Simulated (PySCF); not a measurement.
K (SMILES [K+]), charge +1, singlet; WB97X-V/6-31G* in PySCF.

PySCF was given this input:
```python
from pyscf import gto, scf, dft

mol = gto.Mole()
mol.atom = '''
    K     0.000000    0.000000    0.000000
'''
mol.basis = '6-31g*'
mol.charge = 1
mol.spin = 0
mol.verbose = 4
mol.build()

mf = dft.RKS(mol)
mf.xc = 'wb97x_v'
mf.kernel()
```

Output, abridged:

```
PySCF version 2.14.0

[INPUT] verbose = 4
[INPUT] num. atoms = 1
[INPUT] num. electrons = 18
[INPUT] charge = 1
[INPUT] spin (= nelec alpha-beta = 2S) = 0
[INPUT] symmetry False subgroup None
[INPUT] Mole.unit = angstrom
[INPUT] Symbol           X                Y                Z      unit          X                Y                Z       unit  Magmom
[INPUT]  1 K      0.000000000000   0.000000000000   0.000000000000 AA    0.000000000000   0.000000000000   0.000000000000 Bohr   0.0

nuclear repulsion = 0
number of shells = 10
number of NR pGTOs = 75
number of NR cGTOs = 22
basis = 6-31g*
ecp = {}

******** <class 'pyscf.dft.rks.RKS'> ********
method = RKS
initial guess = minao
damping factor = 0
level_shift factor = 0
DIIS = <class 'pyscf.scf.diis.CDIIS'>
diis_start_cycle = 1
diis_space = 8
diis_damp = 0
SCF conv_tol = 1e-09
SCF conv_tol_grad = None
SCF max_cycles = 50
direct_scf = True
direct_scf_tol = 1e-13
XC library pyscf.dft.libxc version 7.1.2
    S. Lehtola, C. Steigemann, M. J. T. Oliveira, and M. A. L. Marques,  SoftwareX 7, 1–5 (2018)
XC functionals = wb97x_v
    N. Mardirossian and M. Head-Gordon,  Phys. Chem. Chem. Phys. 16, 9904–9924 (2014)
radial grids:
    Treutler-Ahlrichs [JCP 102, 346 (1995); DOI:10.1063/1.469408] (M4) radial grids

becke partition: Becke, JCP 88, 2547 (1988); DOI:10.1063/1.454033
pruning grids: <function nwchem_prune>
grids dens level: 3
symmetrized grids: False
atomic radii adjust function: <function treutler_atomic_radii_adjust>
** Following is NLC and NLC Grids **
NLC functional = wb97x_v
radial grids:
    Treutler-Ahlrichs [JCP 102, 346 (1995); DOI:10.1063/1.469408] (M4) radial grids

becke partition: Becke, JCP 88, 2547 (1988); DOI:10.1063/1.454033
pruning grids: <function nwchem_prune>
grids dens level: 3
symmetrized grids: False
atomic radii adjust function: <function treutler_atomic_radii_adjust>
small_rho_cutoff = 0
Set gradient conv threshold to 3.16228e-05
Initial guess from minao.
tot grids = 20040
tot grids = 20040
init E= -599.720307187605
  HOMO = -0.869550094353785  LUMO = -0.0788555010737372  gap/eV = 21.51590
cycle= 1 E= -599.632130193477  delta_E= 0.0882  |g|= 0.0211  |ddm|= 0.659
  HOMO = -1.09614606455528  LUMO = -0.153273461189934  gap/eV = 25.65687
cycle= 2 E= -599.63236957408  delta_E= -0.000239  |g|= 0.0026  |ddm|= 0.0519
  HOMO = -1.09250306637538  LUMO = -0.153125738958114  gap/eV = 25.56176
cycle= 3 E= -599.632373328411  delta_E= -3.75e-06  |g|= 7.71e-05  |ddm|= 0.00634
  HOMO = -1.09253062408669  LUMO = -0.153058643834635  gap/eV = 25.56433
cycle= 4 E= -599.632373331076  delta_E= -2.66e-09  |g|= 6.21e-06  |ddm|= 0.000166
  HOMO = -1.0925318255949  LUMO = -0.152763130500329  gap/eV = 25.57241
cycle= 5 E= -599.632373331063  delta_E= 1.21e-11  |g|= 6.08e-06  |ddm|= 1.1e-05
  HOMO = -1.09253195088396  LUMO = -0.153068762902381  gap/eV = 25.56410
Extra cycle  E= -599.632373331078  delta_E= -1.43e-11  |g|= 1.03e-06  |ddm|= 1.1e-05
converged SCF energy = -599.632373331078
```
